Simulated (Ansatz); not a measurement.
System: sum formula H$_{6}$BSiO$_{2}$ (charge +1, singlet). It need not be the lowest isomer of its formula. 
Structure (B3LYP-D3(BJ)/def2-TZVP (Ansatz, a program for electronic structure) minimum search):
```
B
O 1 1.3185
H 2 0.9655 1 119.83
O 1 1.5064 2 106.41 3 180.00
H 4 0.9713 1 123.79 2 -180.00
H 4 0.9773 5 114.95 1 180.00
Si 1 2.0367 2 136.12 3 0.00
H 7 1.4751 1 106.70 2 60.30
H 7 1.4751 8 112.61 1 116.74
H 7 1.4794 8 111.95 9 127.18
```
Charge +1, spin multiplicity 1.

Basis-set convergence of Hartree-Fock and CCSD(T) correlation energies (hartree) with Ansatz. Correlated levels leave the core frozen unless marked. Spin-orbit coupling is left out. No relativistic terms.

```csv
basis,functions,E(HF),"E(corr, CCSD(T))"
cc-pV(D+d)Z,95,-466.66833,-0.61466
cc-pV(T+d)Z,213,-466.74155,-0.76149
cc-pV(Q+d)Z,409,-466.75884,-0.81021
```

Extrapolating the two largest sets (X = 3 and 4) as X^-3: E(corr) = (64·(-0.81021) - 27·(-0.76149))/37 = -0.8458 Eh, an estimate of the basis-set limit. The largest set recovers 95.8 % of it, the smallest 72.7 %.
